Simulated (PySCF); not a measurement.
C₃H₂N (SMILES C=[C]C#N), doublet, geometry from GFN2-xTB; PBE/6-31G (PySCF).

Input for PySCF:
```python
from pyscf import gto, scf, dft

mol = gto.Mole()
mol.atom = '''
    C    -0.158959   -1.796968    0.018370
    C    -0.045222   -0.511216    0.005226
    C     0.071111    0.803887   -0.008218
    H    -1.121456   -2.295012    0.006445
    H     0.701195   -2.455879    0.042123
    N     0.174097    1.968096   -0.020120
'''
mol.basis = '6-31g'
mol.charge = 0
mol.spin = 1
mol.verbose = 4
mol.build()

mf = dft.UKS(mol)
mf.xc = 'pbe'
mf.conv_tol_grad = 1e-3
mf.kernel()
```

The log (banner, timings and long lists left out):

```
PySCF version 2.14.0

[INPUT] verbose = 4
[INPUT] num. atoms = 6
[INPUT] num. electrons = 27
[INPUT] charge = 0
[INPUT] spin (= nelec alpha-beta = 2S) = 1
[INPUT] symmetry False subgroup None
[INPUT] Mole.unit = angstrom
[INPUT] Symbol           X                Y                Z      unit          X                Y                Z       unit  Magmom
[INPUT]  1 C     -0.158959000000  -1.796968000000   0.018370000000 AA   -0.300388975035  -3.395777374607   0.034714268908 Bohr   0.0
[INPUT]  2 C     -0.045222000000  -0.511216000000   0.005226000000 AA   -0.085457194805  -0.966058230496   0.009875708727 Bohr   0.0
[INPUT]  3 C      0.071111000000   0.803887000000  -0.008218000000 AA    0.134380314444   1.519126265098  -0.015529769292 Bohr   0.0
[INPUT]  4 H     -1.121456000000  -2.295012000000   0.006445000000 AA   -2.119244700750  -4.336944132590   0.012179284873 Bohr   0.0
[INPUT]  5 H      0.701195000000  -2.455879000000   0.042123000000 AA    1.325066509914  -4.640938705071   0.079600933545 Bohr   0.0
[INPUT]  6 N      0.174097000000   1.968096000000  -0.020120000000 AA    0.328995649108   3.719162426852  -0.038021289626 Bohr   0.0

nuclear repulsion = 83.0784117030029
number of shells = 24
number of NR pGTOs = 96
number of NR cGTOs = 40
basis = 6-31g
ecp = {}

******** <class 'pyscf.dft.uks.UKS'> ********
method = UKS
initial guess = minao
damping factor = 0
level_shift factor = 0
DIIS = <class 'pyscf.scf.diis.CDIIS'>
diis_start_cycle = 1
diis_space = 8
diis_damp = 0
SCF conv_tol = 1e-09
SCF conv_tol_grad = 0.001
SCF max_cycles = 50
direct_scf = True
direct_scf_tol = 1e-13
number electrons alpha = 14  beta = 13
XC library pyscf.dft.libxc version 7.1.2
    S. Lehtola, C. Steigemann, M. J. T. Oliveira, and M. A. L. Marques,  SoftwareX 7, 1–5 (2018)
XC functionals = pbe
    J. P. Perdew, K. Burke, and M. Ernzerhof,  Phys. Rev. Lett. 77, 3865 (1996)
    J. P. Perdew, K. Burke, and M. Ernzerhof,  Phys. Rev. Lett. 78, 1396 (1997)
    J. P. Perdew, K. Burke, and M. Ernzerhof,  Phys. Rev. Lett. 77, 3865 (1996)
    J. P. Perdew, K. Burke, and M. Ernzerhof,  Phys. Rev. Lett. 78, 1396 (1997)
radial grids:
    Treutler-Ahlrichs [JCP 102, 346 (1995); DOI:10.1063/1.469408] (M4) radial grids

becke partition: Becke, JCP 88, 2547 (1988); DOI:10.1063/1.454033
pruning grids: <function nwchem_prune>
grids dens level: 3
symmetrized grids: False
atomic radii adjust function: <function treutler_atomic_radii_adjust>
small_rho_cutoff = 0
tot grids = 75872
init E= -170.42185216418

cycle= 1 E= -169.868153231358  delta_E= 0.554  |g|= 0.237  |ddm|= 2.32
cycle= 2 E= -169.695780323557  delta_E= 0.172  |g|= 0.628  |ddm|= 2.02
cycle= 3 E= -169.888240805854  delta_E= -0.192  |g|= 0.159  |ddm|= 1.33
cycle= 4 E= -169.900823055217  delta_E= -0.0126  |g|= 0.0441  |ddm|= 0.174
cycle= 5 E= -169.90173932142  delta_E= -0.000916  |g|= 0.0253  |ddm|= 0.0815
cycle= 6 E= -169.902180924723  delta_E= -0.000442  |g|= 0.00664  |ddm|= 0.0343
cycle= 7 E= -169.902213440108  delta_E= -3.25e-05  |g|= 0.00248  |ddm|= 0.0112
cycle= 8 E= -169.9022234466  delta_E= -1e-05  |g|= 0.000643  |ddm|= 0.00845
cycle= 9 E= -169.902224358992  delta_E= -9.12e-07  |g|= 0.000102  |ddm|= 0.00291
cycle= 10 E= -169.902224382324  delta_E= -2.33e-08  |g|= 7.02e-05  |ddm|= 0.000512
cycle= 11 E= -169.90222438546  delta_E= -3.14e-09  |g|= 4.11e-05  |ddm|= 0.00018
cycle= 12 E= -169.902224386629  delta_E= -1.17e-09  |g|= 3.46e-06  |ddm|= 7.99e-05
cycle= 13 E= -169.90222438665  delta_E= -2.18e-11  |g|= 1.32e-06  |ddm|= 1.08e-05
Extra cycle  E= -169.902224386647  delta_E= 3.52e-12  |g|= 3.35e-06  |ddm|= 5.29e-06
converged SCF energy = -169.902224386647  <S^2> = 0.7630249  2S+1 = 2.0129828
```
